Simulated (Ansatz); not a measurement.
Ideal-gas functions of BF$_{3}$H$_{3}$N (`[NH3+][B-](F)(F)F`) at 500 K and 1 bar, from an Ansatz frequency run at PBE0-D4/def2-TZVP.

Molar mass 84.84 g/mol, point group C3v (symmetry number 3), electronic degeneracy 1, moments of inertia 103.07, 108.22, 108.22 u Å². Harmonic wavenumbers (cm⁻¹, unscaled): 138, 277, 277, 446, 446, 452, 687, 811, 811, 907, 1267, 1267, 1320, 1649, 1649, 3486, 3605, 3605.

Use S(trans) = R[1.5 ln M + 2.5 ln T − 1.1517]; rotational temperatures θ = 24.2544 K / I; S(rot) = R[ln(√π/σ · √(T³/θAθBθC)) + 1.5]; for each mode x = 1.438777 ν̃/T, S = R[x/(eˣ − 1) − ln(1 − e⁻ˣ)] and H = RT x/(eˣ − 1); 1 cm⁻¹ = 0.0119627 kJ/mol; R = 8.31446 J/(mol·K).

Q: By hand: the entropy, in J/(mol·K).

A: Translation 175.0. Rotation: θ = 0.2353, 0.2241, 0.2241 K, giving 104.1. Vibration, mode by mode: 16.05, 10.42, 10.42, 6.79, 6.79, 6.69, 3.88, 2.93, 2.93, 2.36, 1.03, 1.03, 0.91, 0.42, 0.42, 0.00, 0.00, 0.00, in all 73.1. Electronic 0.0. Sum 352.2 J/(mol·K).

Q: By hand: H − E and G − E in kJ/mol, counted from the electronic energy.

A: Zero-point energy ½ × 23100 × 0.0119627 = 138.2; thermal vibration 20.7; translation, rotation and pV give 4 RT = 16.6. H − E = 175.5 kJ/mol, and G − E = 175.5 − 500 × 352.2/1000 = -0.6 kJ/mol.

Vibration gives 21 % of the entropy, 16.0 J/(mol·K) of it from the mode under 150 cm⁻¹: soft modes count most, and the harmonic formula is weakest for them. The sum counts one conformer and one mirror image; others add a mixing term.
